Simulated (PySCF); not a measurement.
**Nb⁺ (niobium, charge +1) across methods**

[Kr] 4d4, high-spin 5D determinant. Calculation: PySCF 2.14, in aug-cc-pVTZ-PP with one added diffuse shell each of s, p, d, f, g type with ECP28MDF (7s7p6d4f3g, 113 functions); scalar relativity through the core potential.

| method | E (hartree) | mean ε 4p α (eV) | mean ε 4p β (eV) | mean ε 4d α (eV) | Σ⟨r²⟩ (bohr²) | ⟨S²⟩ |
| --- | --- | --- | --- | --- | --- | --- |
| PBE | -56.3899 | -41.826 | -39.509 | -10.164 | 35.49 | 6.001 |
| r2SCANh | -56.4004 | -43.996 | -40.694 | -10.764 | 34.82 | 6.002 |
| wB97X-V | -56.3455 | -47.197 | -44.276 | -13.543 | 35.07 | 6.001 |
| UHF | -55.92939 | -52.717 | -46.470 | -14.560 | 34.47 | 6.004 |
| PBE0 | -56.3818 | -44.826 | -41.637 | -11.482 | 35.21 | 6.001 |

**Question.** Estimate the same row for LDA.

**Answer.** E (hartree) = -56.2250; mean ε 4p α (eV) = -42.070; mean ε 4p β (eV) = -39.832; mean ε 4d α (eV) = -10.399; Σ⟨r²⟩ (bohr²) = 36.16; ⟨S²⟩ = 6.000.

Energies and moments cover only the electrons outside the core potential.
